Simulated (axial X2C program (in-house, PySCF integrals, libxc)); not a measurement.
**SZrS⁺: properties at the nuclei**

Computed with an in-house all-electron X2C program for linear molecules (integrals from PySCF): two-component X2C with atomic mean-field Coulomb and Gaunt terms, Gaussian nuclei, basis S dyall-av3z, Zr dyall-v3z with contracted cores.

S–Zr–S held linear, with bonds 2.220 and 2.220 Å (near the PBE0 minimum at charge 1 of the determinant lowest at the starting distance; the state shown can have its own minimum elsewhere, held linear; other orders of the atoms were not compared).

Determinant lowest in the PBE0 search, Ω = 1/2 (⟨Sz⟩ = 0.50, ⟨Lz⟩ = 0.00 at PBE0), spin on the atoms S 0.27, Zr -0.04, S 0.27:

```json
{"level": "PBE0", "A∥/gI S (MHz)": "218", "qzz S (a.u.)": "0.86", "A∥/gI Zr (MHz)": "586", "qzz Zr (a.u.)": "-3.91"}
{"level": "HF", "A∥/gI S (MHz)": "351", "qzz S (a.u.)": "1.35", "A∥/gI Zr (MHz)": "1460", "qzz Zr (a.u.)": "-3.26"}
{"level": "BHandHLYP", "A∥/gI S (MHz)": "237", "qzz S (a.u.)": "0.96", "A∥/gI Zr (MHz)": "821", "qzz Zr (a.u.)": "-3.73"}
```

Determinant 0.54 eV from it at PBE0 and this distance, Ω = 3/2 (⟨Sz⟩ = 0.50, ⟨Lz⟩ = 1.00 at PBE0), spin on the atoms S 0.32, Zr -0.13, S 0.32:

```csv
level,A∥/gI S (MHz),qzz S (a.u.),A∥/gI Zr (MHz),qzz Zr (a.u.)
PBE0,115,-2.46,49.4,-7.80
HF,148,-2.70,33.1,-7.61
BHandHLYP,133,-2.63,39.8,-7.81
```

A∥ (defined per Ω) follows by multiplying with gI = μI/(I μN); qzz is the electric field gradient, eQq0 = 234.96 MHz × Q/barn × qzz. The operators were transformed with the bare-nucleus X2C matrices; with these basis sets, hyperfine constants and field gradients can be off by tens of per cent, and where levels differ in sign neither size nor sign is settled.

(1) With gI(33S) = 0.4292, Q(33S) = -0.0694 barn, Q(91Zr) = -0.176 barn (g factors from the IAEA table of nuclear moments by Stone; Q from Pyykkö, Mol. Phys. 2018), turn the PBE0 values of the first state into constants in MHz.

The molecule was held linear; bending was not examined, so a bent shape may lie lower.

Each state is one determinant with collinear spin. Unrestricted Hartree–Fock can overshoot spin polarisation at the nuclei. At HF a later determinant lies lower. The search compared states at one distance, so a state with another bond length can lie lower. Where a field gradient or hyperfine factor spreads by more than a factor of two over the levels, a constant derived from it is not to be relied on. PBE0 term energies can be off by some tenths of an eV.

Results:

(1) A∥(33S) = 218 × 0.4292 = 93.6 MHz; eQq0(33S) = 234.96 × (-0.0694) × (0.86) = -14 MHz; eQq0(91Zr) = 234.96 × (-0.176) × (-3.91) = 162 MHz.
